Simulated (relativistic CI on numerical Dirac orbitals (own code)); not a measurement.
# Mn²⁺: L2,3 absorption edge

Computed with this model: Dirac-Coulomb-Breit CI, KLI orbitals optimised for each configuration, QED by a radiative potential, valence Slater integrals scaled by 0.7, multiplet model of core-to-valence dipole absorption; configurations [Ar] 3d5 → [He] 2s2 2p5 3s2 3p6 3d6; 300 K; Lorentzian 0.4 eV and Gaussian 0.3 eV FWHM. Energies are those of the free ion, without screening or charge transfer. The branching ratio is the share of the lower-energy edge in the whole absorption, uncertain by about 0.02 where the edges overlap. S is read from ⟨S²⟩ = S(S + 1).

Field parameters in Wybourne normalisation: D3d B²₀ = −7Dσ, B⁴₀ = −14Dq − 21Dτ, B⁴₃ = −14√(10/7) Dq; Oh B⁴₀ = 21Dq, B⁴₄ = √(5/14) B⁴₀; Td as Oh with Dq negative (B⁴₀ = 21Dq, B⁴₄ = √(5/14) B⁴₀). The field is a parameter set, without covalency.

free ion: ground-state S = 2.50, centroid 645.14 eV, branching ratio 0.749. Peaks (eV, height): 641.9 (100), 643.0 (39), 645.2 (12), 652.2 (20), 653.6 (32).

Td, 10Dq = -8450 cm⁻¹: ground-state S = 2.50, centroid 645.13 eV, branching ratio 0.751. Peaks (eV, height): 640.4 (17), 642.1 (100), 644.6 (9), 645.3 (11), 651.5 (11), 652.8 (16), 653.4 (20), 653.9 (23).

D3d, 10Dq = 19800, Dσ = -110, Dτ = -230 cm⁻¹: ground-state S = 0.51, centroid 646.22 eV, branching ratio 0.643. Peaks (eV, height): 639.8 (28), 641.8 (64), 642.9 (100), 644.6 (25), 650.4 (14), 652.5 (59), 654.3 (18).

Oh, 10Dq = 21800 cm⁻¹: ground-state S = 0.51, centroid 645.85 eV, branching ratio 0.687. Peaks (eV, height): 639.6 (41), 640.6 (10), 641.8 (57), 643.1 (100), 645.0 (16), 652.9 (70), 654.7 (11).

Td, 10Dq = -7100 cm⁻¹: ground-state S = 2.50, centroid 645.14 eV, branching ratio 0.751. Peaks (eV, height): 640.5 (14), 642.0 (100), 643.0 (39), 644.7 (8), 645.3 (11), 651.6 (11), 652.5 (16), 653.9 (24).

D3d, 10Dq = 17850, Dσ = 670, Dτ = 50 cm⁻¹: ground-state S = 2.49, centroid 645.06 eV, branching ratio 0.760. Peaks (eV, height): 640.5 (48), 642.7 (100), 643.7 (26), 651.4 (15), 652.6 (11), 653.6 (19), 654.6 (14).

The statistical ratio of this edge is 2/3 = 0.667. Values above it arise where the holes sit mainly in the j = l + 1/2 valence subshell or the ground state has high spin; values below it where core-valence Coulomb terms move weight to the upper edge, as in nearly empty shells.

Strongest unbroadened transitions for Td, 10Dq = -8450 cm⁻¹:

```csv
Energy (eV),Relative strength
640.28,22.3
641.69,58.1
641.87,26.6
641.99,69.5
642.02,50.4
642.03,100.0
642.12,87.8
642.22,33.2
642.29,84.4
642.34,29.2
643.02,26.2
643.25,26.0
651.51,23.3
652.33,21.0
652.76,34.0
653.30,44.0
654.00,31.1
654.05,20.2
```
